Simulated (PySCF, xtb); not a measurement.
MoO2Cl, SMILES [O]=[Mo+](=[O])[Cl], charge +1, multiplicity 1.

Harmonic wavenumbers (cm⁻¹) from GFN2-xTB run with xtb at its own minimum, in rising order: 195, 199, 273, 369, 888, 912.

What does PySCF 2.14.0 with PBE0-D3(BJ)/def2-SVP give at its own minimum? (An estimate is asked for; the answer gives what the named calculation found.)

218, 218, 399, 484, 1082, 1125. Paired by order, the mean absolute difference is 115 cm⁻¹ and the zero-point energies are 4.1 and 5.0 kcal/mol.
